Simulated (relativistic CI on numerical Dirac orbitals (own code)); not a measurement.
Ce2+: N4,5 absorption edge

Computed with this model: Dirac-Coulomb-Breit CI, orbitals from a KLI potential per configuration, QED by a radiative potential, valence Slater integrals scaled by 0.7, multiplet model of core-to-valence dipole absorption; configurations [Xe] 4f2 → [Kr] 4d9 4f3 5s2 5p6; 300 K; Lorentzian 0.5 eV and Gaussian 0.2 eV FWHM. Energies are those of the free ion, without screening or charge transfer. The branching ratio is the share of the lower-energy edge in the whole absorption, uncertain by about 0.02 where the edges overlap. S is read from ⟨S²⟩ = S(S + 1).

Computed curve for free ion, scaled to 100 at the maximum (points under 2 are left out and the grid is thinned):

```
Energy (eV)  Intensity
      115.6        2.2
      115.8        2.8
      116.0        3.6
      116.2        5.0
      116.4        7.5
      116.6       12.2
      116.8       22.7
      117.0       47.5
      117.2       77.5
      117.4       60.5
      117.6       29.7
      117.8       15.2
      118.0        9.0
      118.2        6.0
      118.4        4.3
      118.6        3.4
      118.8        2.8
      119.0        2.4
      119.2        2.3
      119.4        2.3
      119.6        2.7
      119.8        3.6
      120.0        6.0
      120.2        8.1
      120.4        6.0
      120.6        3.6
      120.8        2.6
      121.0        2.2
      121.2        2.1
      121.4        2.1
      121.6        2.3
      121.8        2.6
      122.0        3.0
      122.2        3.4
      122.4        4.1
      122.6        5.3
      122.8        7.0
      123.0        9.7
      123.2       15.2
      123.4       24.4
      123.6       37.5
      123.8       67.9
      124.0      100.0
      124.2       74.3
      124.4       39.8
      124.6       25.0
      124.8       22.0
      125.0       28.2
      125.2       49.5
      125.4       77.8
      125.6       62.2
      125.8       31.5
      126.0       16.7
      126.2       10.4
      126.4        7.5
      126.6        5.8
      126.8        4.3
      127.0        3.2
      127.2        2.6
      127.4        2.1
```

The ground state has S = 0.98, and the centroid lies at 122.04 eV.
